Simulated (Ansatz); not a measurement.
The cluster Ag₃⁻, relaxed as a quintet with UKS PBE-D4/def2-TZVPD in Ansatz, starting from the PBE-D4/def2-TZVPD geometry of the charge -1 singlet. Force threshold 0.02 eV/Å.

In the def2 sets Ag takes a core potential; there is no spin–orbit coupling. The highest occupied level of the charge -1 quintet lies above zero (up to 1.53 eV). It is a level of α spin, whose loss leaves a quartet; that state wasn't run at this geometry and level. The electron is either unbound and held by the finite basis, or the level is raised by self-interaction error. The gap within one spin of the charge -1 quintet nearly closes, so an electron or hole may be smeared out by delocalisation error. The relaxation made no stability test and no search for a lower SCF solution. At PBE-D4/def2-TZVPD a singlet of charge -1 lies 4.60 eV below the quintet, each at its own geometry. The structure comes from a short search, and lower isomers may exist.

Start:

```
atom    x (Å)    y (Å)    z (Å)
 Ag1   2.2427  -1.1906  -0.7756
 Ag2  -2.2382   1.1972   0.7772
 Ag3  -0.0045  -0.0066  -0.0016
```

```csv
step,energy (eV),largest force component (eV/Å),SCF passes
1,-11999.2045,0.511,17
2,-11999.2859,0.216,22
3,-11999.3133,0.007,21
4,-11999.3134,0.006,16
5,-11999.3136,0.004,19
```

Force components are those of the run's own axes.

End:

```tsv
atom	x (Å)	y (Å)	z (Å)
Ag1	2.435	-1.248	-0.826
Ag2	-2.389	1.323	0.845
Ag3	-0.046	-0.074	-0.019
```

By distances, no bond broke or formed. The bond that changes most is Ag2–Ag3, from 2.65 to 2.86 Å (atoms count from 1).

The force fell under the threshold at step 3, but the optimiser went on. No frequencies were taken in this run, so the end may be a saddle point.

It took 7 s on 4 threads of Arm Neoverse V2 on a shared host.
